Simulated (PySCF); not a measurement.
Species: AlBiFH3.
Numbering: `[F:1][AlH:2][BiH2:3]` (hydrogens: H4 on Al2; H5, H6 on Bi3)

Computed, not measured: PBE0-D3(BJ)/def2-SVP geometry optimisation, gas phase, def2 core potentials past Kr in PySCF.

(1) Give the optimised bond lengths and angles.

Answers

(1) 
| bond | length (pm) | order |
| --- | --- | --- |
| F1–Al2 | 167.2 | single |
| Al2–Bi3 | 271.9 | single |
| Al2–H4 | 158.7 | single |
| Bi3–H5, Bi3–H6 | 180.1 | single |

Bonds in one row agree within 1 pm and their mean is given. Orders are formal, as drawn. A selection of angles:
| angle | degrees |
| --- | --- |
| F1–Al2–Bi3 | 116.2 |
| F1–Al2–H4 | 115.0 |
| Bi3–Al2–H4 | 128.7 |
| Al2–Bi3–H5 | 87.1 |
| Al2–Bi3–H6 | 83.5 |
| H5–Bi3–H6 | 89.4 |

Bi3 (bismuth bonded to Al and 2 H) is pyramidal (angles 89.4°, 87.1° and 83.5°, sum 259.9°, 1.21 Å off the plane of its three neighbours). Al2 (aluminium bonded to Bi, F and H) is planar (angles 128.7°, 116.2° and 115.0°, sum 360.0°, 0.00 Å off the plane of its three neighbours).

No PBE0-D3(BJ)/def2-SVP frequencies stand behind this structure, so it isn't proved a minimum. One conformer, not necessarily the lowest (F1–Al2–Bi3–H -170° and -80°).

The run took 23 s wall on an AMD EPYC 7B13 with one thread, shared host with 128 logical CPUs at a one-minute load of 15, and the process peaked at 0.33 GiB of memory. These figures are those of the optimisation.
